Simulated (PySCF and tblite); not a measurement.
Results of a calculation; reference values are marked as such.
System: CH8BN3Si2, numbered as in [N:1]#[C:2][SiH2:3][N:4]([SiH3:5])[BH:6][NH2:7].

Motion: rotation about the B6–N7 bond (torsion N4–B6–N7–H from 178° to 362°, rising). GFN2-xTB gives an electronic barrier of 11.8 kcal/mol.

Task: What does revPBE/pcSseg-1 + D3(BJ) give on GFN2-xTB geometries?

Result: A barrier of 13.3 kcal/mol, 1.5 above the tight-binding barrier (from unrounded values) and, with GFN2-xTB thermal terms, ΔG‡(298 K) = 13.4 kcal/mol and k = 1990 s⁻¹ (2 equivalent paths).

Programs: tblite and PySCF.
